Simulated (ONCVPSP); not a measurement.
**ruthenium: one change to an ONCV potential, before and after**

```
Element                 : Ru (Z = 44)
Generator               : ONCVPSP 4.0.1
Type                    : optimised norm-conserving Vanderbilt (ONCV)
Functional              : PBE
Relativity              : scalar-relativistic
Frozen core             : [Ar] 3d10
Valence charge          : 16
Reference configuration : 4s2 4p6 4d7 5s0.5 5p0.5
Partial waves           : 4s+5s: rc 1.85 bohr, ncon 4, nbas 7, qcut 7.3 1/bohr, 2 projectors; 4p+5p: rc 2.20 bohr, ncon 3, nbas 6, qcut 7.2 1/bohr, 2 projectors; 4d: rc 2.15 bohr, ncon 4, nbas 9, qcut 8 1/bohr, 1 projector
Local potential         : polynomial inside 1.25 bohr (lpopt 5, dvloc0 0 Ha)
Core correction         : Teter function fitted to the true core (icmod 2), fcfact 0.4
```

All-electron outer shells of the reference configuration (PBE, scalar-relativistic, ld1.x):

| shell | level (eV) | outermost node (bohr) | outermost maximum (bohr) |
| --- | --- | --- | --- |
| 3p | -448.05 | 0.16 | 0.36 |
| 3d | -273.94 | – | 0.30 |
| 4s | -77.22 | 0.48 | 0.92 |
| 4p | -47.28 | 0.49 | 0.98 |
| 4d | -6.03 | 0.48 | 1.21 |
| 5s | -4.82 | 1.24 | 2.69 |
| 5p | -1.36 | 1.41 | 3.87 |

Change: d: qcut 10.6.

Cutoffs: the cutoffs (Ha) at which the residual kinetic energy of the hardest occupied pseudo-wave falls to 1 and 0.1 mHa per electron; they do not see the model core or the augmentation charge, which bear on the density cutoff. Errors are all-electron minus pseudo energies relative to the spin-unpolarised reference configuration.

Q: What does the change do?

A: The potential gets neither clearly harder nor softer (20 Ha and 24 Ha → 19 Ha and 33 Ha); the errors of the 3 common tests hardly move; neither file shows a bound ghost.

| quantity | base | changed |
| --- | --- | --- |
| cutoff, loose | 20 Ha | 19 Ha |
| cutoff, tight | 24 Ha | 33 Ha |
| loose cutoff by channel | s 16 Ha, p 15 Ha, d 20 Ha | s 16 Ha, p 15 Ha, d 19 Ha |
| bound ghosts | none | none |
| GHOST(+) flags under 300 eV | s at 178.9 eV | s at 178.9 eV |
| tests with a reliable result | 3 of 4 | 3 of 4 |
| error for 4s2 4p6 4d7 5s1 5p0, meV [ΔE -1.69 eV] | +0.2 | +0.2 |
| error for 4s2 4p6 4d7 5s0 5p0, meV [ΔE 5.60 eV] | -1.3 | -1.3 |
| error for 4s2 4p6 4d7.5 5s0.5 5p0, meV [ΔE -2.01 eV] | -0.7 | -0.8 |
| s: phases at 1.88 bohr within 0.05 rad from the reference energy up to (Ha; the scan ends near 5) | to the end of the scan | to the end of the scan |
| p: phases at 2.24 bohr within 0.05 rad from the reference energy up to (Ha; the scan ends near 5) | 4.9 | 4.9 |
| d: phases at 2.19 bohr within 0.05 rad from the reference energy up to (Ha; the scan ends near 5) | 1.4 | 1.4 |
| rms error of d²Exc/dni dnj with the model core, mHa | 1.22 | 1.23 |
